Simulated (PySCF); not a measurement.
hydrogen telluride (H2Te), SMILES [TeH2].

Coordinates come from a PBE-D3(BJ)/def2-TZVPD optimisation. The def2 effective core potentials stand for the cores of Te; spin–orbit coupling is left out.

Two levels are set side by side: PBE/def2-TZVPD (PySCF) and r2SCAN/def2-TZVPD (PySCF). Same geometry, gas phase. Differences are taken from unrounded values.

```csv
quantity,r2SCAN
orbital gap (eV),4.35
highest occupied level (eV),-5.77
lowest empty level (eV),-1.43
dipole moment (D),0.16
mean polarisability (bohr³),44.4
```

Q: What does PBE give, and how far is it from r2SCAN? (An estimate is asked for; the answer gives what the named calculation found.)

A: 
```csv
quantity,PBE,PBE minus r2SCAN
orbital gap (eV),3.87,-0.48
highest occupied level (eV),-5.54,0.24
lowest empty level (eV),-1.67,-0.24
dipole moment (D),0.09,-0.06
mean polarisability (bohr³),45.8,1.4
```

Rough cost on one machine, each run with all the roots and properties that it gave: r2SCAN against PBE about 3 times.
